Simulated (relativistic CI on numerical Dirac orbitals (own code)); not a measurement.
**Cu2+ in a cubic cluster: 2p photoemission with charge transfer**

Computed with a charge-transfer multiplet model of a cubic metal-ligand cluster with up to one ligand hole, Slater and spin-orbit integrals from Dirac-Coulomb-Breit ions, Slater integrals scaled by 0.9. The ground state mixes d9 with configurations of k ligand holes L, whose averages lie at kΔ + k(k − 1)U_dd/2; a core hole lowers each added d electron by U_cd. 300 K, Lorentzian 0.6 eV and Gaussian 0.8 eV FWHM.

Atomic integrals in eV (Slater integrals scaled, ζ unscaled), ground: F2dd 12.450, F4dd 7.768, zeta_d 0.099; with the core hole: F2dd 12.450, F4dd 7.768, zeta_d 0.138, zeta_core 13.377, F2cd 7.943, G1cd 6.088, G3cd 3.464.

Cluster parameters (eV): Δ = 1.4, U_dd = 8, 10Dq = 0.65, 10Dq(ligand) = 0.8, V(eg) = 2.9, V(t2g) = -1.29, final-state hopping factor = 0.9.

| Case | n_d | d9 | d10L | S |
| --- | --- | --- | --- | --- |
| U_cd = 9.6 eV | 9.39 | 0.61 | 0.39 | 0.50 |
| U_cd = 10.2 eV | 9.39 | 0.61 | 0.39 | 0.50 |
| U_cd = 10.8 eV | 9.39 | 0.61 | 0.39 | 0.50 |
| U_cd = 11.4 eV | 9.39 | 0.61 | 0.39 | 0.50 |
| U_cd = 12 eV | 9.39 | 0.61 | 0.39 | 0.50 |

Weights, n_d and S are thermal averages at 300 K. Binding energies count from the first peak over 30 % of the highest in each spectrum, which can be another peak from case to case. The parameters are a model scan and need not match a compound or its usual spin state. Peaks in eV (height, largest 100):
- U_cd = 9.6 eV: 0.0 (100), 8.4 (20), 11.5 (16), 20.1 (49), 30.3 (15)
- U_cd = 10.2 eV: 0.0 (100), 9.0 (21), 12.1 (17), 20.1 (49), 30.8 (16)
- U_cd = 10.8 eV: 0.0 (100), 9.5 (23), 12.7 (18), 20.1 (49), 30.0 (8), 31.4 (17)
- U_cd = 11.4 eV: 0.0 (100), 10.0 (25), 13.1 (18), 20.1 (49), 30.5 (9), 31.9 (18)
- U_cd = 12 eV: 0.0 (100), 10.6 (27), 13.7 (19), 20.1 (49), 31.0 (9), 32.5 (19)

Curve for U_cd = 12 eV (points under 2 left out, the grid thinned):

E (eV), Intensity and a bar:
```
     -2.7        2.1 
     -2.2        3.2 
     -1.7        5.6 #
     -1.3       10.2 ###
     -0.8       29.7 #########
     -0.3       80.7 ##########################
      0.2       92.9 ##############################
      0.6       50.5 ################
      1.1       16.2 #####
      1.6        6.7 ##
      2.1        3.7 #
      2.5        2.6 
      8.9        2.2 
      9.4        4.6 #
      9.9       12.9 ####
     10.4       25.5 ########
     10.8       25.0 ########
     11.3       19.6 ######
     11.8       16.0 #####
     12.3       14.7 ####
     12.7       14.0 ####
     13.2       15.0 ####
     13.7       19.1 ######
     14.2       13.4 ####
     14.7        5.4 #
     15.1        2.8 
     18.1        2.3 
     18.6        3.9 #
     19.1        9.6 ##
     19.5       23.9 #######
     20.0       48.3 ###############
     20.5       35.6 ###########
     21.0       12.3 ###
     21.5        4.5 #
     21.9        2.6 
     30.1        3.2 
     30.6        7.6 ##
     31.1        9.4 ##
     31.5        9.8 ###
     32.0       15.2 ####
     32.5       18.5 #####
     33.0       13.2 ####
     33.4        8.2 ##
     33.9        4.7 #
     34.4        2.1
```

For the case U_cd = 10.2 eV, Δ = 1.4 eV is smaller than U_dd = 8 eV, the charge-transfer side of the Zaanen-Sawatzky-Allen scheme. With the core hole the configuration with one ligand hole lies at Δ − U_cd = -8.2, -8.8, -9.4, -10.0, -10.6 eV from the one without, in the order of the table; where this is negative the screened configuration lies lower.
